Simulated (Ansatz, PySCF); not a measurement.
Species: arsane, AsH3, net charge 0, singlet state. 
Structure (B3LYP-D3(BJ)/def2-TZVP (Ansatz, a quantum-chemistry and plane-wave program) minimum search):
SMILES: [AsH3]
```xyz
4

As     0.0003     0.0002     0.0708
H     -0.7759    -1.0063    -0.7723
H     -0.4876     1.1692    -0.7786
H      1.2523    -0.1682    -0.7839
```

Total electronic energies in hartree. Correlated levels leave the core frozen unless marked. No spin-orbit coupling. Frozen are the shells of the preceding noble gas and the d and f shells that filled before the atom's block. No relativistic terms. Basis-set limits of correlation are two-point, X^-3; Hartree-Fock from the larger set (for Q and 5 zeta extrapolated as (X+1)exp(-9√X)). [CCSD(T)-MP2]/basis is that difference in the basis named.

| level | program | energy (Eh) |
|---|---|---|
| SVWN5/def2-TZVPD | Ansatz | -2234.35039 |
| PBE-D3(BJ)/def2-TZVPD | Ansatz + dftd3 | -2237.31874 |
| r2SCAN/def2-TZVPD | PySCF | -2237.64951 |
| r2SCAN-D4/def2-TZVPD | Ansatz + dftd4 | -2237.64976 |
| PBE0/6-31G* | Ansatz | -2237.09498 |
| PBE0-D4/def2-TZVPD | Ansatz + dftd4 | -2237.38645 |
| TPSSh-D4/def2-TZVPD | PySCF + dftd4 | -2237.61918 |
| TPSSh/def2-TZVPD | PySCF | -2237.61770 |
| CAM-B3LYP-D3(BJ)/def2-TZVPD | Ansatz + dftd3 | -2237.78353 |
| B2PLYP-D4/def2-TZVPD | Ansatz + dftd4 | … |
| MP2/cc-pV5Z | Ansatz | -2236.15033 |
| MP2/CBS(cc-pVQZ,cc-pV5Z) | Ansatz | -2236.1554 |
| SCS-MP2/aug-cc-pVDZ | Ansatz | -2236.03931 |
| SCS-MP2/def2-SVP | Ansatz | -2235.78468 |
| SCS-MP2/aug-cc-pVQZ | Ansatz | -2236.15885 |
| SCS-MP2/def2-QZVPP | Ansatz | -2236.15717 |
| CCSD/def2-SVPD | Ansatz | -2235.81176 |
| CCSD/def2-TZVPPD | Ansatz | -2236.11682 |
| CCSD(T)/aug-cc-pVTZ | Ansatz | -2236.16687 |
| CCSDT/cc-pVDZ | Ansatz | -2236.05458 |
| RI-MP2/CBS(aug-cc-pVTZ,aug-cc-pVQZ)+[CCSD(T)-MP2]/aug-cc-pVTZ | Ansatz | -2236.1867 |
| RI-MP2/CBS(cc-pVTZ,cc-pVQZ)+[CCSD(T)-MP2]/cc-pVQZ | Ansatz | -2236.1847 |
| CCSD(T)/CBS(cc-pVQZ,cc-pV5Z) | Ansatz | -2236.1838 |

Problem. Some entries are withheld; supply them.

Solution. 
- B2PLYP-D4/def2-TZVPD, energy (Eh): -2237.24137
